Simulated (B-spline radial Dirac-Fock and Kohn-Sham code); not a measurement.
What relativity does to the binding energies of Lu⁵³⁺

System: lutetium as Lu⁵³⁺ in the configuration [Ne] 3s2 3p6.

Both columns are ΔSCF binding energies of the configuration average from a radial B-spline solver: non-relativistic Hartree-Fock with a point nucleus, and Dirac-Fock with a finite nucleus and the Coulomb interaction alone, averaged over the two j levels with weights 2j+1.

```tsv
shell	Hartree-Fock (eV)	Dirac-Fock (eV)	shift (eV)	shift (%)
1s	62652.2	67418.5	+4766.32	+7.61
2s	13283.9	14595.3	+1311.45	+9.87
2p	12877.7	13340.4	+462.74	+3.59
3s	5274.3	5665.2	+390.84	+7.41
3p	5101.5	5269.8	+168.26	+3.30
```

Relativity binds 1s, 2s, 2p, 3s, 3p more strongly, among those listed most of all 2s in relative terms.

Values without a named source are computed, but for edge energies of neutral atoms, which are taken from tables.
